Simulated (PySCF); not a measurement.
Group charges in `CC(C)=C(C=O)CC[SiH2]Cl`

Compound: C7H13ClOSi.
Numbering: `[CH3:1][C:2]([CH3:3])=[C:4]([CH:5]=[O:6])[CH2:7][CH2:8][SiH2:9][Cl:10]` (hydrogens: H11, H12, H13 on C1; H14, H15, H16 on C3; H17 on C5; H18, H19 on C7; H20, H21 on C8; H22, H23 on Si9)

Geometry (GFN2-xTB, Å), atoms numbered from 1 in this order:
```
atom  x, y, z in Å
C1    -2.8790   -0.3972    0.6730
C2    -1.4703    0.0857    0.5896
C3    -1.3211    1.5770    0.5839
C4    -0.4048   -0.7464    0.5434
C5    -0.5352   -2.1976    0.5179
O6    -1.5487   -2.8527    0.4267
C7     1.0137   -0.2383    0.4737
C8     1.4824   -0.1468   -0.9866
Si9    3.1522    0.7441   -1.1837
Cl10   2.9015    2.6464   -0.5495
H11   -3.2648   -0.5683   -0.3329
H12   -2.9497   -1.3436    1.2018
H13   -3.5078    0.3473    1.1571
H14   -2.2285    2.0430    0.2066
H15   -0.4820    1.9100   -0.0197
H16   -1.1649    1.9325    1.6035
H17    0.4446   -2.7157    0.5865
H18    1.0921    0.7358    0.9548
H19    1.6697   -0.9230    1.0160
H20    1.5377   -1.1531   -1.4035
H21    0.7191    0.3782   -1.5665
H22    3.5585    0.7833   -2.5858
H23    4.1808    0.1267   -0.3505
```

Atomic charges (e) from the PBE0/pcSseg-1 density (PySCF):

```
atom  Mulliken      IAO  Hirshfeld  ESP-fitted
  C1   -0.1278  -0.4308    -0.1224     -0.7106
  C2   -0.3629  +0.0928    +0.0568     +0.5559
  C3   -0.1739  -0.4302    -0.1113     -0.5697
  C4   -0.3105  -0.1006    -0.0297     -0.4415
  C5   +0.3378  +0.2352    +0.1080     +0.4769
  O6   -0.3796  -0.4136    -0.2210     -0.4808
  C7   -0.1550  -0.2564    -0.0742     -0.1107
  C8   -0.5228  -0.5415    -0.1596     -0.2388
 Si9   +0.7018  +0.8024    +0.3534     +0.3373
Cl10   -0.3317  -0.3213    -0.1182     -0.1954
 H11   +0.1415  +0.1666    +0.0529     +0.2052
 H12   +0.1546  +0.1758    +0.0382     +0.2275
 H13   +0.1122  +0.1398    +0.0439     +0.1726
 H14   +0.1280  +0.1524    +0.0506     +0.1585
 H15   +0.1400  +0.1512    +0.0427     +0.1715
 H16   +0.1486  +0.1645    +0.0557     +0.1664
 H17   +0.0530  +0.0848    +0.0309     +0.0067
 H18   +0.1415  +0.1391    +0.0321     +0.0763
 H19   +0.1362  +0.1374    +0.0390     +0.0972
 H20   +0.1503  +0.1507    +0.0416     +0.1203
 H21   +0.1567  +0.1502    +0.0377     +0.0923
 H22   -0.0690  -0.1219    -0.0736     -0.0614
 H23   -0.0690  -0.1264    -0.0736     -0.0556
```

Q: Cut each of the bonds C1–C2, C2–C4, C3–C2, C5–C4, C7–C4, C8–C7 and Si9–C8 in turn and sum the charges on the side of the atom named first.

A: In e; the other side holds the opposite charge:

| bond cut | piece | atoms | Mulliken | IAO | Hirshfeld | ESP-fitted |
| --- | --- | --- | --- | --- | --- | --- |
| C1–C2 | CH3 | 4 | +0.280 | +0.051 | +0.013 | -0.105 |
| C2–C4 | C3H6 | 9 | +0.160 | +0.182 | +0.107 | +0.377 |
| C3–C2 | CH3 | 4 | +0.243 | +0.038 | +0.038 | -0.073 |
| C5–C4 | CHO | 3 | +0.011 | -0.094 | -0.082 | +0.003 |
| C7–C4 | C2H6ClSi | 10 | +0.139 | +0.012 | +0.005 | +0.061 |
| C8–C7 | CH4ClSi | 7 | +0.016 | -0.008 | +0.008 | -0.001 |
| Si9–C8 | SiClH2 | 4 | +0.232 | +0.233 | +0.088 | +0.025 |

Extremes among these pieces. Mulliken: lowest CHO at C5, highest CH3 at C1; IAO: lowest CHO at C5, highest SiClH2 at Si9; Hirshfeld: lowest CHO at C5, highest C3H6 at C2; ESP-fitted: lowest CH3 at C1, highest C3H6 at C2.

Q: Do the schemes agree better on the pieces than on the single atoms at the cuts?

A: The spread between schemes averages 0.206 e for the pieces and 0.480 e for the atoms named first; it is smaller for the piece at 7 of the 7 cuts. On average they agree better on the pieces. The sign differs between schemes (beyond ±0.03 e) for CH3 at C1 and CH3 at C3.

The structure is a single GFN2-xTB conformer in the gas phase; no vibrational or solvent corrections. GFN2-xTB frequencies show an imaginary mode (45i cm⁻¹), so this geometry is no minimum at that level.
